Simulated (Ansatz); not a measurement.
Born–Oppenheimer molecular dynamics of F$_{2}$H$_{3}$NSi (7 atoms, charge 0, multiplicity 1). It starts at the highest image of a converged band. Of that band: Neighbouring images differ by up to 2.0 eV, so the band resolves the path poorly. A vibrational analysis at the climbing image gives one clearly imaginary mode, 1476i cm⁻¹: a first-order saddle point.

All numbers below come from Ansatz, RKS r2SCANh/6-31G*.

```json
{"ensemble": "NVE (velocity Verlet)", "time step": "0.5 fs", "steps asked": "200", "starting velocities drawn for": "100 K", "seed": "8045"}
```

First frame:

```xyz
7
Properties=species:S:1:pos:R:3
Si -0.267 -0.935 -0.324
F 0.974 -1.258 -1.300
F -1.461 -0.421 -1.278
H -0.256 -0.451 1.234
N 0.203 0.672 0.502
H -0.367 1.515 0.441
H 1.174 0.879 0.725
```

(1) How far do the bonds stretch over the last three quarters of this one trajectory? (Pairs bonded in most of those frames.)

Answers

(1) 
```
  bond  mean (Å)  spread (Å)  shortest  longest
Si1–F2     1.635       0.047      1.57     1.71
Si1–F3     1.634       0.033      1.59     1.69
 H4–N5     1.038       0.081      0.90     1.17
 N5–H6     1.022       0.025      0.97     1.09
 N5–H7     1.022       0.032      0.96     1.09
```

Mean temperature of the second half: 1104 K. The conserved energy stayed within 1.2 meV per atom of its start (net change -0.29 meV per atom), so the integration is sound. The system heated up, since it started high on the potential surface and ran downhill. A run of 0.1 ps of so small a system gives no equilibrium averages. The orbitals stay closed-shell, which can raise the energy where a bond breaks towards radicals; this wasn't checked here.

Run time: 3.2 min on 2 threads of Intel(R) Xeon(R) Platinum 8559C (Emerald Rapids), on a shared host, peak memory 0.16 GiB.
